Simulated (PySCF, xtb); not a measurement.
C3H6ClFSi, SMILES C/C(Cl)=C/[SiH2]F. Other conformers were not sampled.

Harmonic wavenumbers (cm⁻¹) from GFN2-xTB in xtb at its own minimum, in rising order: 56, 95, 129, 165, 183, 315, 424, 431, 520, 578, 605, 723, 760, 792, 800, 825, 1017, 1024, 1080, 1222, 1393, 1454, 1464, 1676, 2316, 2335, 3006, 3021, 3046, 3057.

**Question.** What does B3LYP-D3(BJ)/def2-SVP (PySCF) give at its own minimum? (An estimate is asked for; the answer gives what the named calculation found.)

**Answer.** 66, 113, 148, 209, 224, 338, 433, 475, 606, 639, 737, 792, 807, 860, 922, 965, 1011, 1052, 1088, 1225, 1393, 1441, 1451, 1697, 2250, 2252, 3033, 3107, 3141, 3149. Paired by order, the mean absolute difference is 49 cm⁻¹ and the zero-point energies are 49.3 and 50.9 kcal/mol.
